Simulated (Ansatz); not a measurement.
H6Si4, SMILES `[SiH3][SiH]1[SiH]=[SiH]1` (charge 0, multiplicity 1).

Method: frozen-core CCSD(T)/6-31g // PBE0-D3(BJ)/def2-TZVP in Ansatz (an electronic-structure program).

Ansatz 0.2 input:
```yaml
crystal:
  periodic: [false, false, false]
  atoms:
    - { symbol: Si, position_ang: [-1.920103, 0.261323, 0.484052] }
    - { symbol: Si, position_ang: [0.070555, -0.606042, -0.383644] }
    - { symbol: Si, position_ang: [1.895975, 0.737341, -0.751587] }
    - { symbol: Si, position_ang: [2.005844, -0.614699, 0.851993] }
    - { symbol: H, position_ang: [-2.801046, 0.771037, -0.604162] }
    - { symbol: H, position_ang: [-2.674947, -0.78033, 1.235882] }
    - { symbol: H, position_ang: [-1.600365, 1.382358, 1.407299] }
    - { symbol: H, position_ang: [-0.236041, -1.735523, -1.314938] }
    - { symbol: H, position_ang: [2.507448, 1.801157, -1.591222] }
    - { symbol: H, position_ang: [2.752679, -1.216623, 1.988002] }
basis:
  gaussian: { orbitals: "6-31g" }
correlation:
  method: ccsd_t
```

Output:

```
Functional definition: HF
752 factors; integrals over basis functions are off by at most 1.8e-4 eV
mean field evaluation 1: about -31534.2309 eV, gradient 1.2e1 eV
mean field evaluation 2: about -31534.2385 eV, gradient 1.2e1 eV
mean field evaluation 4: about -31535.1749 eV, gradient 4.7e-1 eV
mean field evaluation 8: about -31535.1770 eV, gradient 1.5e-6 eV
mean field evaluation 16: about -31535.1687 eV, gradient 4.3e-2 eV
mean field -31535.17703246 eV, -1158.8963806322 hartree, gradient 2.0e-6 eV, S^2 0.000000; 0 other end points of the search recorded, 0 dependent functions left out; unrestricted orbitals would lower it
20 core orbitals not correlated
reference -31535.17703246 eV, -1158.8963806322 hartree; 11, 11 occupied and 33, 33 virtual orbitals, 752 factors
second order -6.03786997 eV of doubles, -0.00000000 eV of singles
cycle   1  -6.96264640 eV  change   -9.2e-1 eV  update   9.6e-2
cycle   2  -7.42086027 eV  change   -4.6e-1 eV  update   4.0e-2
cycle   3  -7.48156628 eV  change   -6.1e-2 eV  update   1.3e-2
cycle   4  -7.48653260 eV  change   -5.0e-3 eV  update   5.3e-3
cycle   5  -7.48630438 eV  change    2.3e-4 eV  update   1.5e-3
cycle   6  -7.48632132 eV  change   -1.7e-5 eV  update   4.2e-4
cycle   7  -7.48642044 eV  change   -9.9e-5 eV  update   1.4e-4
cycle   8  -7.48644991 eV  change   -2.9e-5 eV  update   4.1e-5
cycle   9  -7.48644675 eV  change    3.2e-6 eV  update   1.3e-5
perturbative correction -0.21901473 eV, -0.0080486427 hartree
Total energy: -31542.88249393 eV, -1159.1795511184 hartree
```
